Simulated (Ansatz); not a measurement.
Species: HBOF, charge 0, doublet. HBOF (SMILES [O]BF, doublet).
B3LYP-D3(BJ)/def2-TZVP minimum from Ansatz (an electronic-structure program):
```xyz
4

B     -0.3548     0.0593    -0.1697
H     -1.4301     0.2698    -0.6753
F      0.3283     1.0031     0.4588
O      0.0312    -1.1993    -0.3257
```
Charge 0, spin multiplicity 2.

Total energies in hartree (Ansatz). UHF or UKS for unpaired electrons; spin-orbit terms are left out. Correlated methods leave the cores frozen. No relativity. Where a partner has so few electrons that a lower coupled-cluster level is exact, that level stands in.

| species | HF/cc-pVTZ | CCSD(T)/cc-pVTZ | HF/cc-pVQZ | CCSD(T)/cc-pVQZ | CCSDT(Q)/cc-pVTZ |
|---|---|---|---|---|---|
| 1: HBOF (SMILES [O]BF, doublet) | -199.70440 | -200.27459 | -199.72016 | -200.33549 | -200.27614 |
| 2: B (doublet) | -24.53207 | -24.59810 | -24.53297 | -24.60084 | -24.59852 |
| 3: H (doublet) | -0.49981 | -0.49981 | -0.49995 | -0.49995 | -0.49981 |
| 4: F (doublet) | -99.40552 | -99.62036 | -99.41377 | -99.65026 | -99.62061 |
| 5: O (triplet) | -74.81176 | -74.97396 | -74.81729 | -74.99357 | -74.97430 |

Problem. Work out the atomisation energy (electronic, to ground-state atoms) in kcal/mol: take Hartree-Fock from cc-pVQZ, extrapolate the CCSD(T) correlation energy as X^-3 (X = 3, 4), and add CCSDT(Q) - CCSD(T) in cc-pVTZ. 1 hartree = 627.51 kcal/mol.

Solution. 
Species 1: correlation (64·(-0.61533) - 27·(-0.57019))/37 = -0.64827; step -0.00155; E1 = -199.72016 + (-0.64827) + (-0.00155) = -200.36998
Species 2: correlation (64·(-0.06787) - 27·(-0.06603))/37 = -0.06921; step -0.00042; E2 = -24.53297 + (-0.06921) + (-0.00042) = -24.60260
Species 3: correlation (64·(0.00000) - 27·(0.00000))/37 = 0.00000; step +0.00000; E3 = -0.49995 + (0.00000) + (+0.00000) = -0.49995
Species 4: correlation (64·(-0.23649) - 27·(-0.21484))/37 = -0.25229; step -0.00025; E4 = -99.41377 + (-0.25229) + (-0.00025) = -99.66631
Species 5: correlation (64·(-0.17628) - 27·(-0.16220))/37 = -0.18655; step -0.00034; E5 = -74.81729 + (-0.18655) + (-0.00034) = -75.00418
-1·E1 +1·E2 +1·E3 +1·E4 +1·E5 = 0.59694 hartree = 374.6 kcal/mol.
